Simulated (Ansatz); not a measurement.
`F[SiH2]I` + H₂O → `O[SiH2]I` + H–F at 400 K and 1 bar (formal hydrolysis of the Si–F bond).

Isolated molecules relaxed with PBE0-D4/def2-TZVP in Ansatz; ΔE leaves out vibrations. CCSD(T)/CBS adds triple-zeta CCSD(T) − MP2 to the extrapolated MP2 energy (def2 sets, frozen cores). This one scheme is used for every species. def2 core potentials past Kr. For I outer-core shells are correlated without core-valence functions, which leaves a few kJ/mol of doubt a bond. One conformer a species, not always the lowest.

```tsv
species	CCSD(T)/CBS energy (Eh)	H − E (kJ/mol)	S (J/(mol·K))
`F[SiH2]I`	-687.61044	74.8	320.4
H₂O	-76.37941	69.8	198.6
`O[SiH2]I`	-663.58059	107.2	332.3
H–F	-100.39570	36.5	182.2
```

H − E and S are ideal-gas, rigid-rotor, harmonic terms from PBE0-D4/def2-TZVP, for one conformer and one mirror image of each species. 1 Eh = 2625.50 kJ/mol, R = 8.31446 J/(mol·K).

**Question.** By hand: ΔE, ΔH, ΔS and ΔG.

**Answer.** ΔE = (-663.58059) + (-100.39570) − (-687.61044) − (-76.37941) = 0.01356 Eh = 35.6 kJ/mol. Δ(H − E) = 107.2 + 36.5 − 74.8 − 69.8 = -0.9, so ΔH = 34.7 kJ/mol. ΔS = 332.3 + 182.2 − 320.4 − 198.6 = -4.5 J/(mol·K). ΔG = 34.7 − 400 × (-4.5)/1000 = 36.5 kJ/mol.

**Question.** By hand: the equilibrium constant, and the temperature at which ΔG would vanish if ΔH and ΔS stayed fixed.

**Answer.** log₁₀ K = −ΔG/(RT ln 10) = -4.8. ΔH and −TΔS have one sign here, so there is no such temperature.

The number of gas molecules stays the same, so ΔS is small and ΔH decides. A doubt of 5 kJ/mol in ΔE shifts log₁₀ K by 0.7 here. Other conformers and mirror images would add mixing entropy, several J/(mol·K) or more a flexible species. These are equilibria of isolated gas molecules and say nothing of rates. Largest T1 diagnostic: 0.009 (customary marks: 0.02 for closed shells, 0.045 for open ones).

ΔS is within the doubt of such terms, so its sign, and with it that verdict, could turn.
